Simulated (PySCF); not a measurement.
CH₆Ti, multiplicity 1. Atoms are numbered in the order given.

```xyz
8

Ti     0.0000     0.0000     0.5257
C      0.0000     0.0000    -1.5108
H      0.8958    -0.5172    -1.8700
H      0.0000     1.0344    -1.8700
H     -0.8958    -0.5172    -1.8700
H      1.4102     0.8142     1.0368
H     -1.4102     0.8142     1.0368
H      0.0000    -1.6283     1.0368
```
Charge 0, spin multiplicity 1.

Coordinates come from a B3LYP-D3(BJ)/def2-TZVP optimisation. The geometry has at least one imaginary mode, so it is a saddle point at that level. The spin state was assumed, not searched. The structure was generated by enumeration; whether it is a known compound was not checked.

Calculation: ωB97X/def2-TZVPD in PySCF.

Symmetry labels are those of the subgroup Cs that the program uses (full group C3v).

Q: List the valence orbital energies around the gap with their symmetry. (Estimate from the structure and the level; the computed values follow.)

A: 
| orbital | symmetry | energy (eV) |
|---|---|---|
| HOMO−7 | A" | -44.88 |
| HOMO−6 | A' | -22.27 |
| HOMO−5 | A" | -14.28 |
| HOMO−4 | A' | -14.28 |
| HOMO−3 | A' | -11.72 |
| HOMO−2 | A' | -11.06 |
| HOMO−1 | A" | -11.06 |
| HOMO | A' | -10.83 |
| LUMO | A' | -0.25 |
| LUMO+1 | A" | -0.25 |
| LUMO+2 | A' | 0.17 |
| LUMO+3 | A' | 0.20 |
